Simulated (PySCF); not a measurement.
Si(All)(H)2(OH) (C₃H₈OSi), SMILES C=CC[SiH2]O. Geometry optimised at PBE-D3(BJ)/def2-SVP. The values are those of a single conformer.

Computed equilibrium geometry at PBE-D3(BJ)/def2-SVP (PySCF confirms it by a frequency run) as bond lengths and angles (one conformer of several):
Atoms: Si1 O2 C3 C4 C5 H6 H7 H8 H9 H10 H11 H12 H13. Bonded distances (Å): Si1–O2 1.685, Si1–C3 1.905, Si1–H6 1.501, Si1–H7 1.509, O2–H8 0.973, C3–C4 1.499, C3–H9 1.111, C3–H10 1.111, C4–C5 1.347, C4–H11 1.106, C5–H12 1.101, C5–H13 1.103. Bond angles (°): O2–Si1–C3 111.4, O2–Si1–H6 105.3, O2–Si1–H7 111.5, C3–Si1–H6 110.9, C3–Si1–H7 107.6, H6–Si1–H7 110.3, Si1–O2–H8 113.9, Si1–C3–C4 109.9, Si1–C3–H9 108.2, Si1–C3–H10 107.7, C4–C3–H9 111.3, C4–C3–H10 111.7, H9–C3–H10 107.9, C3–C4–C5 126.2, C3–C4–H11 115.4, C5–C4–H11 118.3, C4–C5–H12 121.4, C4–C5–H13 121.5, H12–C5–H13 117.1.
